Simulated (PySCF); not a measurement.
CdF₂ (singlet state).
Structure used (PBE0-D3(BJ)/def2-SVP), in Å, numbered top down from 1:
```
atom  x, y, z in Å
Cd1   -0.006   -0.032   -0.006
F2    -0.001   -0.050    1.910
F3    -0.010   -0.015   -1.924
```

Computed, not measured: PBE0-D3(BJ)/def2-SVP geometry optimisation, gas phase, def2 core potentials past Kr in PySCF.

Take the most abundant isotopes and a rigid rotor. 

What are the moment of inertia and the rotational constant?

I = 139.639 u·Å², B = 505379 MHz·u·Å²/I = 3619 MHz (0.1207 cm⁻¹, or 0.174 K as hB/k).

List the first levels of a rigid rotor in a Σ state.

E(J) = BJ(J+1): J = 1: 0.241, J = 2: 0.724, J = 3: 1.449, J = 4: 2.414, J = 5: 3.622, J = 6: 5.070 cm⁻¹.

Has it a pure rotational spectrum?

Not by electric dipole: D∞h allows no dipole (computed 0.00 D). Rotational Raman lines (ΔJ = 2) lie at B(4J + 6), spaced by 4B = 0.483 cm⁻¹, with nuclear-spin weights that differ between even and odd J.

Estimate the classical rotational partition function at 10 K, 25 K and 100 K.

Point group D∞h, symmetry number σ = 2; q = kT/(σhB), k/h = 20836.6 MHz/K: 28.8 at 10 K, 72.0 at 25 K, 288 at 100 K.

PBE0-D3(BJ)/def2-SVP frequencies: not computed here. Constants of a rigid frame at the computed geometry: no zero-point averaging, no centrifugal distortion.
